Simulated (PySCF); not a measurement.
C3H8AlF, SMILES C[CH](C)[AlH][F].

The structure is a stationary point at B3LYP-D3(BJ)/def2-SVP. The structure was generated by enumeration; whether it is a known compound was not checked. Other conformers were not sampled.

Method: PySCF with PBE/def2-TZVP.

Isolated molecule, no solvent.

```json
{
 "total_energy": "-461.16262 hartree",
 "highest_occupied_level": "-6.24 eV",
 "lowest_empty_level": "-1.72 eV",
 "orbital_gap": "4.52 eV",
 "dipole_moment": "1.82 D",
 "quadrupole, principal values (traceless, Buckingham form, about the centre of nuclear charge)": "-6.75, -1.09, 7.84 D·Å",
 "mean_static_polarisability": "64.4 bohr³ (9.54 Å³)",
 "polarisability_principal_values": "54.4, 65.3, 73.5 bohr³"
}
```
